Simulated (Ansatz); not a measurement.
```yaml
crystal:
  periodic: [false, false, false]
  atoms:
    - {symbol: B, position_ang: [0.000022, 0.000010, 0.000017]}
    - {symbol: F, position_ang: [1.325346, -0.028131, 0.013642]}
    - {symbol: F, position_ang: [-0.638224, 1.161827, -0.017670]}
    - {symbol: F, position_ang: [-0.687144, -1.133696, 0.004012]}
basis:
  gaussian: {orbitals: def2-SVP, final_grid: {core_spheres: 1, valence_spheres: 1, degree: 5}}
magnetization: {spin_polarized: true, initial_magnetization: 2}
hamiltonian: {xc: {name: wB97M-V}}
scf: {omitted_lower_state_checks: [starts]}
output: {forces: true}
```

```sh
$ ansatz run in.yaml --threads 2 --pin off --events-out ev --progress --plain --max-ram 4352MiB
```

It prints (some lines left out):

```
Functional definition: wB97M-V
525 factors; integrals over basis functions are off by at most 7.3e-4 eV
112 factors; integrals over basis functions are off by at most 5.0e-6 eV
mean field evaluation 1: about -8809.8962 eV, gradient 1.5e1 eV
mean field evaluation 2: about -8810.3791 eV, gradient 1.3e1 eV
mean field evaluation 4: about -8810.8811 eV, gradient 4.3e-1 eV
mean field evaluation 8: about -8790.9959 eV, gradient 3.9e-1 eV
mean field evaluation 16: about -8791.0015 eV, gradient 3.0e-3 eV
mean field -8792.18803055 eV, -323.1069505635 hartree, gradient 2.1e-5 eV, S^2 2.009154; 0 other end points of the search recorded, 0 dependent functions left out
reference -8792.18808545 eV, -323.1069525813 hartree; 17, 15 occupied and 39, 41 virtual orbitals, 525 factors
Total energy: -8792.18808545 eV, -323.1069525813 hartree
Atom 0 at     0.000022     0.000010     0.000017 Å, force     1.860451    -0.039646     0.019858 eV/Å
Atom 1 at     1.325346    -0.028131     0.013642 Å, force    -4.668237     0.099143    -0.048282 eV/Å
Atom 2 at    -0.638224     1.161827    -0.017670 Å, force     1.364955    -1.856700     0.031468 eV/Å
Atom 3 at    -0.687144    -1.133696     0.004012 Å, force     1.442830     1.797203    -0.003044 eV/Å
Dipole moment:     0.008715    -0.000201     0.000015 e Å
Checks for a lower state left out: starts
```

Problem. What is wrong with this run?

Solution. The integration grid is far too coarse. The calculation finished and met its thresholds. The result belongs to that input, not to the species as meant.
